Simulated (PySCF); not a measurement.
# Polarisability and C₆ of Fe⁺ (iron, charge +1)

[Ar] 3d6 4s1, high-spin 6D determinant. All numbers are calculated (PySCF 2.14, the non-relativistic Hamiltonian (point nucleus), in aug-cc-pVTZ with one added diffuse shell each of s, p, d, f, g type (9s8p6d4f3g, 118 functions)). Coupled (time-dependent) response in atomic units; α is the mean over directions.

| method | mean α (bohr³) | α xx, yy, zz | C₆ (like pair) | S(−4) |
| --- | --- | --- | --- | --- |
| M06 | 23.38 | 23.10, 23.10, 23.94 | 110.1 | 467.0 |

S(−4) is the Cauchy moment in α(ω) = α(0) + S(−4) ω² + …

α(iu) at M06:

```
u (hartree)  α(iu) (bohr³)
          0          23.38
     0.0500          22.28
      0.100          19.62
      0.200          13.79
      0.300          9.808
      0.500          5.833
      0.750          3.777
       1.00          2.772
       1.50          1.776
       2.00          1.272
       3.00         0.7636
       5.00         0.3698
```

A single London oscillator, α(iu) = α/(1 + u²/ω²), gives C₆ = (3/4) ω α². Matching the computed C₆ needs ω = 4 × 110.1 / (3 × 23.38²) = 0.269 hartree.

For an ion, C₆ is the dispersion term alone; charge-induced terms of lower order in 1/R come first.

The components differ because the open shell of this determinant is not spherical; for a pure term their mean is the scalar polarisability.
